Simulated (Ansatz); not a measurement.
`BC=C=O` + `N[SiH](F)F` → `BN[SiH](F)F` + `C=C=O` at 700 K and 1 bar (ligand exchange at a B–C bond).

Computed with Ansatz on PBE0-D4/def2-TZVP structures; ΔE is electronic, products minus reactants. CCSD(T)/CBS is the MP2 limit (def2-TZVPP, def2-QZVPP) plus CCSD(T) − MP2 in def2-TZVPP, frozen cores. This one scheme is used for every species. Each species was taken in one conformer, which may not be the lowest.

| species | CCSD(T)/CBS energy (Eh) | H − E (kJ/mol) | S (J/(mol·K)) |
| --- | --- | --- | --- |
| `BC=C=O` | -177.84089 | 168.7 | 353.6 |
| `N[SiH](F)F` | -545.34917 | 165.4 | 392.7 |
| `BN[SiH](F)F` | -570.77155 | 212.1 | 441.6 |
| `C=C=O` | -152.43640 | 120.8 | 294.6 |

H − E and S are ideal-gas, rigid-rotor, harmonic terms from PBE0-D4/def2-TZVP, for one conformer and one mirror image of each species. 1 Eh = 2625.50 kJ/mol, R = 8.31446 J/(mol·K).

Question: By hand: ΔE, ΔH, ΔS and ΔG.

Answer: ΔE = (-570.77155) + (-152.43640) − (-177.84089) − (-545.34917) = -0.01789 Eh = -47.0 kJ/mol. Δ(H − E) = 212.1 + 120.8 − 168.7 − 165.4 = -1.2, so ΔH = -48.2 kJ/mol. ΔS = 441.6 + 294.6 − 353.6 − 392.7 = -10.1 J/(mol·K). ΔG = -48.2 − 700 × (-10.1)/1000 = -41.1 kJ/mol.

Question: By hand: the equilibrium constant, and the temperature at which ΔG would vanish if ΔH and ΔS stayed fixed.

Answer: log₁₀ K = −ΔG/(RT ln 10) = 3.1. ΔG = 0 at ΔH/ΔS = 4772 K, far beyond where these terms or the molecules hold.

The number of gas molecules stays the same, so ΔS is small and ΔH decides. A doubt of 5 kJ/mol in ΔE shifts log₁₀ K by 0.4 here. Other conformers and mirror images would add mixing entropy, several J/(mol·K) or more a flexible species. Modes under 60 cm⁻¹, often nearly free rotors, make the harmonic entropy too high. These are equilibria of isolated gas molecules and say nothing of rates. Largest T1 diagnostic: 0.017 (customary marks: 0.02 for closed shells, 0.045 for open ones).
